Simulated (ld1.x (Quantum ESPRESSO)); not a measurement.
## Building the PAW potential for Ce (PBEsol, fully relativistic).

| Property | Result |
| --- | --- |
| Element | Ce (Z = 58) |
| Generator | ld1.x (Quantum ESPRESSO) 7.5 |
| Type | PAW |
| Functional | PBEsol |
| Relativity | fully relativistic |
| Frozen core | [Kr] 4d10 |
| Valence charge | 12 |
| Reference configuration | 4f1 5s2 5p6 5d1 6s2 6p0 |
| Partial waves | 5s (bound): rcut 1.95, rcutus 2.70 bohr; 6s (bound): rcut 1.95, rcutus 2.70 bohr; 5p (bound): rcut 2.50, rcutus 3.05 bohr; 6p (bound, empty): rcut 2.50, rcutus 3.05 bohr; 5d (bound): rcut 2.80, rcutus 3.80 bohr; 5d channel at 2.45 Ry: rcut 2.80, rcutus 3.80 bohr; 4f (bound): rcut 0.65, rcutus 0.80 bohr; 4f channel at 0.05 Ry: rcut 0.65, rcutus 0.80 bohr |
| Local potential | all-electron potential smoothed inside 3.55 bohr (lloc = -2) |
| Core correction | a·sin(br)/r model core, default radius (core density twice the valence density) |
| Augmentation charge | BESSEL, radius 0.65 bohr |

Open shells are filled in proportion to 2j + 1 (rel_dist='average').

All-electron outer shells of the reference configuration (PBEsol, scalar-relativistic, ld1.x):

| shell | level (eV) | outermost node (bohr) | outermost maximum (bohr) |
| --- | --- | --- | --- |
| 4p | -210.81 | 0.33 | 0.62 |
| 4d | -110.40 | 0.31 | 0.66 |
| 5s | -40.61 | 0.75 | 1.37 |
| 5p | -23.22 | 0.81 | 1.55 |
| 4f | -5.42 | – | 0.71 |
| 6s | -3.77 | 1.82 | 3.72 |
| 5d | -3.07 | 0.92 | 2.18 |
| 6p | -1.33 | 2.15 | 4.84 |

Results:

```
Configuration tests : test run stopped at test 1 of 7 (negative rho)
```

The ghost test of this file was not conclusive.

Generation and tests took about 4.2 s on one core of a shared server CPU.
